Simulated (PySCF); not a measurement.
F³⁺: interval between two levels

F³⁺ [He] 2s2 2p2 [3P2, M_J = 2] → F³⁺ [He] 2s1 2p3 [5S2, M_J = 2], as a difference of total energies. All numbers are calculated (PySCF 2.14, the two-component X2C-1e Hamiltonian, in x2c-SVPall-2c with one added diffuse shell of s type (4s2p1d, 15 functions)). Correlated levels: 1s2 frozen. "Screened" scales the spin-orbit matrix elements by Boettger's factors to mimic the two-electron term; Breit and QED terms are absent.

```json
{"method": "GHF (spin-free)", "interval between two levels (cm⁻¹)": "49923"}
{"method": "GMP2 (spin-free)", "interval between two levels (cm⁻¹)": "59423"}
{"method": "GHF (screened spin-orbit)", "interval between two levels (cm⁻¹)": "49698"}
{"method": "GMP2 (screened spin-orbit)", "interval between two levels (cm⁻¹)": "59201"}
```

The labels give the starting determinants; with spin-orbit coupling the two ends relaxed to ⟨J²⟩ = 6.00, ⟨L²⟩ = 2.00, ⟨S²⟩ = 2.00 and ⟨J²⟩ = 6.00, ⟨L²⟩ = 0.00, ⟨S²⟩ = 6.00.
